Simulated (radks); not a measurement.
Values are calculated unless marked as measured or tabulated.
Pd3+, 43 electrons, occupied as [Kr] 4d6 5s1 (not the ground configuration).

Code: a radial shooting solver on a logarithmic mesh with Libxc functionals. Model: scalar-relativistic Kohn-Sham, LDA (Slater exchange, Perdew-Wang correlation), spin-polarised, spherical densities, finite nucleus; open shells are filled with parallel spins first (spin-orbit coupling, left out, can overturn this in heavy ions); Fermi nuclear charge, rms radius 4.5318 fm.

Energy parts (hartree):
part                        energy
total                  -5038.34872
kinetic                 5224.67981
electron-nucleus      -12106.87748
Hartree                 1981.38983
exchange-correlation    -137.54087

Orbitals (lengths in bohr, moments of r in powers of bohr; r(max) is where P^2 peaks):
1s up: occ. 1; eigenvalue (hartree) -888.6692; r(max) 0.02068; <1/r> 48.18
1s down: occ. 1; eigenvalue (hartree) -888.6668; r(max) 0.02068; <1/r> 48.18
2s up: occ. 1; eigenvalue (hartree) -131.3047; r(max) 0.1170; <1/r> 10.93
2s down: occ. 1; eigenvalue (hartree) -131.2743; r(max) 0.1169; <1/r> 10.93
2p up: occ. 3; eigenvalue (hartree) -117.9836; r(max) 0.09342; <1/r> 10.58
2p down: occ. 3; eigenvalue (hartree) -117.9594; r(max) 0.09341; <1/r> 10.58
3s up: occ. 1; eigenvalue (hartree) -25.09065; r(max) 0.3422; <1/r> 3.821
3s down: occ. 1; eigenvalue (hartree) -25.06833; r(max) 0.3422; <1/r> 3.822
3p up: occ. 3; eigenvalue (hartree) -20.71379; r(max) 0.3351; <1/r> 3.643
3p down: occ. 3; eigenvalue (hartree) -20.68965; r(max) 0.3352; <1/r> 3.643
3d up: occ. 5; eigenvalue (hartree) -13.74331; r(max) 0.2818; <1/r> 3.419
3d down: occ. 5; eigenvalue (hartree) -13.71200; r(max) 0.2819; <1/r> 3.420
4s up: occ. 1; eigenvalue (hartree) -4.87447; r(max) 0.8472; <1/r> 1.478
4s down: occ. 1; eigenvalue (hartree) -4.75422; r(max) 0.8451; <1/r> 1.482
4p up: occ. 3; eigenvalue (hartree) -3.59693; r(max) 0.9019; <1/r> 1.336
4p down: occ. 3; eigenvalue (hartree) -3.47310; r(max) 0.8995; <1/r> 1.340
4d up: occ. 5; eigenvalue (hartree) -1.74340; r(max) 1.045; <1/r> 1.043
4d down: occ. 1; eigenvalue (hartree) -1.61808; r(max) 1.043; <1/r> 1.042
5s up: occ. 1; eigenvalue (hartree) -1.24375; r(max) 2.095; <1/r> 0.5670
5s down: occ. 0; eigenvalue (hartree) -1.15460; r(max) 2.124; <1/r> 0.5514

The highest occupied level is 5s up at -33.844 eV. The density falls to 0.001 e/bohr^3 at r = 3.51 bohr. Spin moment in Bohr magnetons: 5. The electron density at the nucleus is 1.355e+05 e/bohr^3 (large components only). Summed over all electrons, <r^2> = 29.31 bohr^2, which gives a Langevin (diamagnetic) susceptibility term of -23.2 x 10^-6 cm^3/mol.
